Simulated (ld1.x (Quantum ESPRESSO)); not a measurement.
# I: variants of one TM potential

Base potential:

ld1.x (Quantum ESPRESSO) 7.5 input, shortened:

```
&input
   title='I', zed=53., rel=1, dft='PBE', iswitch=3,
   config='[Kr] 4d10 5s2 5p5 5d-2'
 /
 &inputp
   pseudotype=2, tm=.true., lloc=0,
   nlcc=.true.
 /
3
5P  2  1   5.00   0.00  1.55  1.55  0.0
5D  3  2  -2.00   0.50  1.80  1.80  0.0
5S  1  0   2.00   0.00  1.85  1.85  0.0
 &test
   configts(1)='5s2 5p5'
 /
```

Cutoffs, loose and tight: the cutoffs (Ry, on a coarse ladder) from which the occupation-weighted sum of valence levels, in a spherical-Bessel basis at the reference potential, stays within 10 and 1 mRy of its value at 400 Ry. They do not see the model core or the augmentation charge, which bear on the density cutoff. Test errors are all-electron minus pseudo excitation energies from the reference, over the configurations 5s2 5p4; 5s2 5p3; 5s2 5p2; 5s2 5p4.5; 5s2 5p1; 5s1 5p5; 5s1 5p6. A dash means not determined; rows that change the core or the reference have their own tests. The largest error is taken over the tests solved by every variant that gives reliable tests at all: 5s1 5p5; 5s1 5p6; 5s2 5p2; 5s2 5p3; 5s2 5p4; 5s2 5p4.5.

A true bound ghost makes a file unfit for plane-wave use even where its test errors are small: the radial tests pick states by their node count and pass the ghost by. Where a test does run into it, the solver fails or the error is huge.

The default core radius of the base comes out at 1.41 bohr.

| change | outcome | cutoff, loose | cutoff, tight | bound ghosts | largest test error (meV) |
| --- | --- | --- | --- | --- | --- |
| base | generated | 50 Ry | 140 Ry | p, d | -57 |
| local potential all-electron potential smoothed inside 1.40 bohr (lloc = -1) | generated | 50 Ry | 120 Ry | s, p | +640 |
| core [Ar] 3d10, valence charge 25; reference 4s2 4p6 4d10 5s2 5p4.5; waves now 4s (bound): rc 0.95 bohr; 4p (bound): rc 0.85 bohr; 4f channel at 0.35 Ry: rc 1.00 bohr; 4d (bound): rc 0.85 bohr; local potential the d channel; core correction none | generated, misses its reference levels by 0.97 eV | 260 Ry | over 300 Ry | none | -971 |
| reference 5s1.5 5p5.5 | generated | 50 Ry | 140 Ry | p, d | -141 |
| wave 5p (bound): rc 1.55 bohr becomes 5p (bound): rc 1.88 bohr | generated | 35 Ry | 55 Ry | d | -49 |
| wave 5d channel at 0.5 Ry: rc 1.80 bohr becomes 5d channel at 0.5 Ry: rc 2.00 bohr | generated | 50 Ry | 140 Ry | p | -57 |
| all radii but the core radius scaled by about 1.36 (s 2.52, p 2.10, d 2.44 bohr) | generated | 21 Ry | 40 Ry | none | -45 |
| core correction a·sin(br)/r model core inside 1.10 bohr | generated | 50 Ry | 140 Ry | p, d | -59 |
| wave 5d channel at 0.5 Ry: rc 1.80 bohr becomes 5d channel at -0.07 Ry: rc 1.80 bohr | generated | 50 Ry | 140 Ry | p, d | -57 |

(1) What comes out with this change to the base: wave 5s (bound): rc 1.85 bohr becomes 5s (bound): rc 2.18 bohr?

Results:

(1) outcome: generated; cutoff, loose: 50 Ry; cutoff, tight: 140 Ry; bound ghosts: p, d; largest test error (meV): -37.
